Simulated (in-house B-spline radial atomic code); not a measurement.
A run on Cl (an excited or competing configuration) that did not converge. Method: non-relativistic wB97X, spin-polarised, spherical fractional occupations, exact exchange averaged over the configuration, point nucleus; computed with a B-spline radial code for spherical atoms.

Command:
```bash
python run_scf.py task.json out
```
Settings:
```
Z                17
configuration    [Ne] 3s2 3p4 4f1
hamiltonian      nr
method           wb97x
spin_polarised   True
exact_exchange   averaged over the configuration
```

First and last ten iterations of the last attempt (damped for 15 steps, keeping 80 % of the old Fock matrix, then DIIS):
```
 iter        energy (Eh)    residual
    1        -457.244591    2.59e-01
    2        -459.314701    1.07e-01
    3        -459.498276    7.49e-02
    4        -459.597037    5.50e-02
    5        -459.650886    4.24e-02
    6        -459.680139    3.23e-02
    7        -459.696012    2.44e-02
    8        -459.704534    1.87e-02
    9        -459.709459    1.45e-02
   10        -459.712241    1.12e-02
  111        -459.715499    1.03e-03
  112        -459.715491    9.28e-04
  113        -459.715495    1.02e-03
  114        -459.715486    1.11e-03
  115        -459.714546    1.47e-03
  116        -459.714883    1.88e-03
  117        -459.714848    1.31e-03
  118        -459.714314    2.23e-03
  119        -459.711566    3.68e-03
  120        -459.713423    2.53e-03
 not converged after 120 iterations
```

The smallest residual met was 6.6e-04; the threshold is about 2e-07. No energy from this run should be used. Time taken, with all properties: 13 s on 1 thread of Arm Neoverse N1, on a shared host.
